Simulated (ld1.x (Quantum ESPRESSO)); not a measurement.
# Which change was made? (Ag, PAW)

```json
{
 "Element": "Ag (Z = 47)",
 "Generator": "ld1.x (Quantum ESPRESSO) 7.5",
 "Type": "PAW",
 "Functional": "PBE",
 "Relativity": "scalar-relativistic",
 "Frozen core": "[Kr]",
 "Valence charge": "11",
 "Reference configuration": "4d9 5s2 5p0",
 "Partial waves": "5s (bound): rcut 1.90, rcutus 2.10 bohr; 5s channel at 0.65 Ry: rcut 1.90, rcutus 2.10 bohr; 5p (bound, empty): rcut 2.80, rcutus 3.00 bohr; 5p channel at 2.1 Ry: rcut 2.80, rcutus 3.00 bohr; 4d (bound): rcut 1.35, rcutus 1.50 bohr; 4d channel at 1 Ry: rcut 1.35, rcutus 1.50 bohr",
 "Local potential": "all-electron potential smoothed inside 2.30 bohr (lloc = -1)",
 "Core correction": "Bessel-smoothed model core inside 0.75 bohr",
 "Augmentation charge": "BESSEL, radius 1.55 bohr"
}
```

Cutoffs, loose and tight: the cutoffs (Ry, on a coarse ladder) from which the occupation-weighted sum of valence levels, in a spherical-Bessel basis at the reference potential, stays within 10 and 1 mRy of its value at 400 Ry. They do not see the model core or the augmentation charge, which bear on the density cutoff. Test errors are all-electron minus pseudo excitation energies from the reference, over the configurations 4d10 5s1 5p0; 4d10 5s0 5p0; 4d9 5s0 5p0; 4d9 5s1 5p1; 4d10 5s0 5p1; 4d7 5s0 5p0; 4d9 5s1 5p0; variants that change the core or the reference have their own tests. The largest error is taken over the tests solved by every variant that gives reliable tests at all, those not shown here included: 4d10 5s0 5p0; 4d10 5s0 5p1; 4d10 5s1 5p0; 4d9 5s0 5p0; 4d9 5s1 5p0; 4d9 5s1 5p1.

The base gives: outcome: generated; cutoff, loose: 50 Ry; cutoff, tight: 90 Ry; bound ghosts: none; largest test error (meV): -59.

Task: After one change the result is: outcome: generated; cutoff, loose: 50 Ry; cutoff, tight: 90 Ry; bound ghosts: s; largest test error (meV): -55. Which change was it?
A. reference 4d10 5s0 5p1
B. local potential all-electron potential smoothed inside 1.82 bohr (lloc = -1)
C. waves 5s (bound): rcut 1.74, rcutus 1.84 bohr; 5s channel at 0.65 Ry: rcut 1.74, rcutus 1.84 bohr
D. all radii but the core radius scaled by about 1.40 (s 2.94, p 4.20, d 2.10 bohr, rcut 2.66/3.92/1.90); local potential all-electron potential smoothed inside 3.22 bohr (lloc = -1); augmentation BESSEL, radius 2.18 bohr

Result: B. The others give: waves 5s (bound): rcut 1.74, rcutus 1.84 bohr; 5s channel at 0.65 Ry: rcut 1.74, rcutus 1.84 bohr → outcome: failed: the pseudo-atom did not reach self-consistency | all radii but the core radius scaled by about 1.40 (s 2.94, p 4.20, d 2.10 bohr, rcut 2.66/3.92/1.90); local potential all-electron potential smoothed inside 3.22 bohr (lloc = -1); augmentation BESSEL, radius 2.18 bohr → outcome: generated; cutoff, loose: 25 Ry; cutoff, tight: 40 Ry; bound ghosts: none; largest test error (meV): -73 | reference 4d10 5s0 5p1 → outcome: generated; cutoff, loose: 50 Ry; cutoff, tight: 90 Ry; bound ghosts: none; largest test error (meV): -349.
